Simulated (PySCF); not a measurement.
**Atomic charges by several schemes**

Species: C4H10OSSi2.
Numbering: `[CH:1]#[C:2][Si@H:3]([OH:4])[S:5][CH2:6][SiH2:7][CH3:8]` (hydrogens: H9 on C1; H10 on Si3; H11 on O4; H12, H13 on C6; H14, H15 on Si7; H16, H17, H18 on C8)

Geometry (GFN2-xTB, Å), atoms numbered from 1 in this order:
```xyz
18
C4H10OSSi2 angstrom
C      3.073    1.690    0.018
C      2.802    0.518    0.045
Si     2.255   -1.253    0.099
O      3.067   -2.192   -0.940
S      0.169   -1.266   -0.433
C     -0.465   -0.117    0.840
Si    -2.358    0.058    0.678
C     -2.762    0.886   -0.977
H      3.339    2.707   -0.008
H      2.477   -1.850    1.404
H      2.820   -2.259   -1.859
H      0.051    0.832    0.704
H     -0.186   -0.519    1.811
H     -2.800    0.881    1.814
H     -2.956   -1.278    0.754
H     -3.835    0.931   -1.141
H     -2.321    0.333   -1.802
H     -2.380    1.903   -1.019
```

Density: PBE0/pcSseg-1 (PySCF); schemes: Mulliken, IAO, Hirshfeld and ESP-fitted. The structure is a single GFN2-xTB conformer in the gas phase; no vibrational or solvent corrections.

**Question.** Do the Mulliken, IAO, Hirshfeld and ESP-fitted schemes agree on where the charge is highest?

**Answer.** All schemes agree: Mulliken Si3 (+0.938); IAO Si3 (+1.096); Hirshfeld Si3 (+0.404); ESP-fitted Si3 (+0.770).

**Question.** Do the Mulliken, IAO, Hirshfeld and ESP-fitted schemes agree on where the charge is lowest?

**Answer.** The schemes don't all agree: Mulliken C6 (-0.668); IAO O4 (-0.778); Hirshfeld O4 (-0.297); ESP-fitted O4 (-0.675).

**Question.** At which atom do the 4 schemes differ most?

**Answer.** At Si3: from +0.404 (Hirshfeld) to +1.096 e (IAO), 0.692 e apart.

**Question.** Give the atomic charges in each scheme.

**Answer.** In e:

| atom | environment | Mulliken | IAO | Hirshfeld | ESP-fitted |
| --- | --- | --- | --- | --- | --- |
| C1 | terminal alkyne carbon | -0.181 | -0.179 | -0.075 | -0.293 |
| C2 | alkyne carbon | -0.197 | -0.361 | -0.159 | -0.233 |
| Si3 | oxygen-bound silicon | +0.938 | +1.096 | +0.404 | +0.770 |
| O4 | silanol oxygen | -0.535 | -0.778 | -0.297 | -0.675 |
| S5 | sulfur bonded to C and Si | -0.322 | -0.219 | -0.103 | -0.362 |
| C6 | sp3 carbon bound to sulfur | -0.668 | -0.617 | -0.161 | -0.478 |
| Si7 | SiH2 silicon | +0.684 | +0.784 | +0.347 | +0.765 |
| C8 | Si-methyl carbon | -0.626 | -0.717 | -0.212 | -0.551 |
| H9 | alkyne hydrogen | +0.068 | +0.204 | +0.100 | +0.294 |
| H10 | Si–H hydrogen | -0.076 | -0.139 | -0.070 | -0.085 |
| H11 | hydroxyl hydrogen | +0.253 | +0.375 | +0.185 | +0.458 |
| H12 | methylene hydrogen | +0.196 | +0.162 | +0.033 | +0.183 |
| H13 | methylene hydrogen | +0.184 | +0.158 | +0.041 | +0.151 |
| H14 | Si–H hydrogen | -0.084 | -0.127 | -0.081 | -0.193 |
| H15 | Si–H hydrogen | -0.067 | -0.121 | -0.079 | -0.152 |
| H16 | methyl hydrogen | +0.141 | +0.159 | +0.044 | +0.118 |
| H17 | methyl hydrogen | +0.152 | +0.164 | +0.040 | +0.151 |
| H18 | methyl hydrogen | +0.140 | +0.157 | +0.044 | +0.132 |

Mean size of the charges over all atoms: IAO 0.362 e, ESP-fitted 0.336 e, Mulliken 0.306 e, Hirshfeld 0.138 e. Each set sums to the total charge, 0, to within 0.001 e. The Hirshfeld scheme divides the density at each point in proportion to the densities of the neutral, spherically averaged free atoms.

**Question.** How closely do the schemes follow one another over all atoms?

**Answer.** Correlation coefficient and root-mean-square difference: Mulliken with IAO 0.98, 0.102 e; IAO with Hirshfeld 0.98, 0.294 e; Hirshfeld with ESP-fitted 0.98, 0.233 e; IAO with ESP-fitted 0.97, 0.115 e; Mulliken with ESP-fitted 0.96, 0.112 e; Mulliken with Hirshfeld 0.95, 0.239 e.

**Question.** Sum the charges by element, for elements with more than one atom.

**Answer.** 
| element | atoms | Mulliken | IAO | Hirshfeld | ESP-fitted |
| --- | --- | --- | --- | --- | --- |
| C | 4 | -1.672 | -1.875 | -0.607 | -1.556 |
| Si | 2 | +1.622 | +1.880 | +0.752 | +1.535 |
| H | 10 | +0.907 | +0.992 | +0.256 | +1.058 |

**Question.** How many electrons does the IAO scheme count on O4?

**Answer.** Z − q = 8 − (-0.778) = 8.778.
